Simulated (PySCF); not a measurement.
These 2 structures share the formula C6H4N2Se. Theory: PBE0-D3(BJ)/def2-SVP geometry optimisation, gas phase in PySCF. One conformer each; no zero-point energy, no entropy. No frequencies were run at this level. Point groups hold within 0.08 Å.

Question: Rank from lowest to highest electronic energy at this level (kJ/mol).
A. `c1ccc2[se]nnc2c1`
B. 2,1,3-benzoselenadiazole (`C1=CC2=N[Se]N=C2C=C1`)

Answer: B (0.0), A (7.3).

As drawn, the higher has an N–N linkage, which the lower lacks. Neighbours under 10 kJ/mol apart (c1ccc2n[se]nc2c1 and c1ccc2[se]nnc2c1) can change places with a better method, another conformer or zero-point energy.

```csv
SMILES,E (Eh),E rel (kJ/mol),dipole (D),point group,"A, B, C (MHz)"
c1ccc2n[se]nc2c1,-2740.87055,0.0,1.07,C2v,"3649, 827.6, 674.6"
c1ccc2[se]nnc2c1,-2740.86776,7.3,3.49,Cs,"2742, 963.2, 712.8"
```

As an exercise, what shares would exp(−E/RT) give at 1000 K from these electronic energies alone (no entropy, no degeneracies)?

RT = 8.314 kJ/mol: c1ccc2n[se]nc2c1 70.7 %, c1ccc2[se]nnc2c1 29.3 %.
